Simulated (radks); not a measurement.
Values are calculated unless marked as measured or tabulated.
Charge is removed step by step from the 5d (averaged over the sub-levels emptied) level of Hf+, starting from [Xe] 4f14 5d1 6s2. Code: a radial shooting solver on a logarithmic mesh with Libxc functionals. Model: Dirac Kohn-Sham, PBEsol, spin-unpolarised, spherical densities, finite nucleus; open shells are shared between the two j in proportion to 2j + 1; Fermi nuclear charge, rms radius 5.347 fm.

removed (e),E - E(0) (eV),eigenvalue (eV),E minus straight line (eV)
0,0.000,-10.729,0.000
0.1,1.118,-11.640,-0.433
0.2,2.328,-12.567,-0.773
0.3,3.632,-13.512,-1.020
0.4,5.031,-14.472,-1.172
0.5,6.527,-15.447,-1.227
0.6,8.121,-16.438,-1.184
0.7,9.815,-17.442,-1.041
0.8,11.610,-18.461,-0.797
0.9,13.508,-19.493,-0.451
1,15.509,-20.539,0.000

Removing the whole electron costs 15.509 eV by Delta-SCF, against 10.729 eV from minus the eigenvalue at the starting occupation. Slater's transition state (half an electron removed) gives 15.447 eV. Integrating minus the eigenvalue over the occupation (Janak's theorem) gives 15.509 eV. The mean slope of the eigenvalue, de/dn, is 9.81 eV per electron.
